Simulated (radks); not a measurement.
Problem. These are the eigenvalues of the occupied orbitals of an atom or ion with whole-number occupations (Ry). Calculated with a radial shooting solver on a logarithmic mesh with Libxc functionals: non-relativistic Kohn-Sham, PBE, spin-polarised, spherical densities, point nucleus.

1s down: -556.6548
1s up: -556.6538
2s up: -69.31699
2s down: -69.07661
2p up: -60.72777
2p down: -60.54938
3s up: -11.65492
3s down: -11.16729
3p up: -9.06281
3p down: -8.58207
3d up: -4.76378
6d up: -0.55888

Which element is it, and in what charge state? The configuration may be excited. Open shells, if any, are filled with parallel spins first.

Solution. Z = 27, cobalt, charge +3: Co3+ in [Ar] 3d5 6d1. The list shows which subshells hold electrons but not how many an open one holds; the 1s level, -278.33 hartree, gives Z - s = 23.6 by -(Z - s)^2/2, which with screening narrows Z to a few neighbours, and the depths of the outer levels then fix element, charge and occupations together.
